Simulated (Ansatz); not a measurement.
Isolated molecules relaxed with PBE0-D4/def2-TZVP in Ansatz; ΔE leaves out vibrations. CCSD(T)/CBS is the MP2 limit (def2-TZVPP, def2-QZVPP) plus CCSD(T) − MP2 in def2-TZVPP, frozen cores. This one scheme is used for every species, atoms too. Functionals use def2-TZVPP. Open shells (•) are unrestricted, without spin–orbit coupling. Spin–orbit coupling would lower the free atoms: a little for B, C, F, O.

Consider the atomization: `FB1C=CO1` → B• + 2 C• + F• + 2 H• + O•.

`FB1C=CO1`:

```xyz
7

F    -1.893    0.667    1.137
B    -0.835    0.359    0.441
C     0.301   -0.699    0.376
C     0.638    0.070   -0.659
O    -0.360    1.078   -0.677
H     0.738   -1.584    0.800
H     1.412    0.110   -1.418
```

CCSD(T)/CBS gives +33.66 eV.

Task: Another level gave +33.73 eV. Which?
A. r2SCANh/def2-TZVPP
B. BLYP/def2-TZVPP
C. PBE-D4/def2-TZVPP
D. ωB97X-V/def2-TZVPP

Result: A. r2SCANh 33.73, ωB97X-V 33.80, BLYP 33.67, PBE-D4 35.19 eV.

Largest T1 diagnostic among the species: 0.015.

The D4 term adds +0.18 eV with B3LYP and +0.09 eV with PBE0; it sums over pairs of atoms, weighted by their polarisabilities, and B3LYP, whose exchange is more repulsive, gets the larger term. Leaving LDA and LC-ωPBE aside and taking each functional with its dispersion term where it has one, the values, not all of them listed here, spread over 2.93 eV, from BHLYP-D4 to PBE-D4. LDA lies +4.69 eV from PBE without D4, its usual overbinding.

B3LYP here is the variant with VWN-RPA as its local correlation; programs differ in this.

For atomizations the MP2-based limit and the directly extrapolated one differ by several kJ/mol either way, and by 10 to 25 for some Ge, Se and Sn compounds, so smaller differences from it don't rank the levels.
